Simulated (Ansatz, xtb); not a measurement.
# Relaxing a trial structure of C5H8B2

The starting geometry of this gas-phase singlet was built from a drawn formula by distance geometry and a force field; its bonds are those of `BC1=C[C@@H](B)C=C1`.

```yaml
atoms:
  - { symbol: C, position_ang: [-0.4118, 1.1269, -0.3249] }
  - { symbol: C, position_ang: [-0.5727, 1.0378, 0.9687] }
  - { symbol: C, position_ang: [0.7448, 0.7006, 1.5929] }
  - { symbol: C, position_ang: [1.6195, 0.5807, 0.3921] }
  - { symbol: C, position_ang: [0.9445, 0.8255, -0.7363] }
  - { symbol: B, position_ang: [-1.5795, 1.4950, -1.3146] }
  - { symbol: B, position_ang: [0.6336, -0.6919, 2.3659] }
  - { symbol: H, position_ang: [-2.6744, 1.6792, -0.9320] }
  - { symbol: H, position_ang: [-1.3962, 1.5323, -2.5056] }
  - { symbol: H, position_ang: [-1.5293, 1.1892, 1.4922] }
  - { symbol: H, position_ang: [1.0634, 1.4875, 2.2771] }
  - { symbol: H, position_ang: [0.2213, -0.7095, 3.4390] }
  - { symbol: H, position_ang: [0.5659, -1.6987, 1.7309] }
  - { symbol: H, position_ang: [2.7226, 0.3742, 0.4121] }
  - { symbol: H, position_ang: [1.3488, 0.8321, -1.6966] }
```

Q: Where would you expect an optimisation with r2SCAN-D4/def2-SVP to take it?

A: A new bond forms, giving a structure given below by its coordinates. Distances that change by over a tenth: C1–C2 (1.31 → 1.47 Å), C3–B7 (1.60 → 1.96 Å). Contacts that close: C2–B7 (2.53 → 1.63 Å).

The energy falls by 0.95 eV over 20 steps:

```tsv
step	E − E(last) (eV)
1	0.945
3	0.351
5	0.256
7	0.174
9	0.087
12	0.015
14	0.004
16	0.001
18	0.000
20	0.000
```

Final geometry (Å):

```yaml
atoms:
  - { symbol: C, position_ang: [-0.3228, 1.0456, -0.2356] }
  - { symbol: C, position_ang: [-0.2992, 1.1142, 1.2320] }
  - { symbol: C, position_ang: [1.1029, 1.0290, 1.6287] }
  - { symbol: C, position_ang: [1.8645, 0.8349, 0.4677] }
  - { symbol: C, position_ang: [1.0046, 0.8707, -0.6556] }
  - { symbol: B, position_ang: [-1.5729, 1.0302, -1.1235] }
  - { symbol: B, position_ang: [-0.1944, -0.4304, 1.7470] }
  - { symbol: H, position_ang: [-2.6758, 0.9702, -0.6315] }
  - { symbol: H, position_ang: [-1.4554, 1.0918, -2.3252] }
  - { symbol: H, position_ang: [-1.0407, 1.6646, 1.8213] }
  - { symbol: H, position_ang: [1.4931, 1.1489, 2.6418] }
  - { symbol: H, position_ang: [-0.5703, -0.6760, 2.8683] }
  - { symbol: H, position_ang: [0.1120, -1.2959, 0.9720] }
  - { symbol: H, position_ang: [2.9434, 0.6643, 0.4435] }
  - { symbol: H, position_ang: [1.3116, 0.6991, -1.6899] }
```

From the same start GFN2-xTB reaches the same bonding as this run.

The end wasn't checked by frequencies. Run with Ansatz 0.2.0, 71 s on 2 threads of Intel(R) Xeon(R) Platinum 8259CL CPU @ 2.50GHz (Skylake/Cascade Lake), with other jobs on the host.
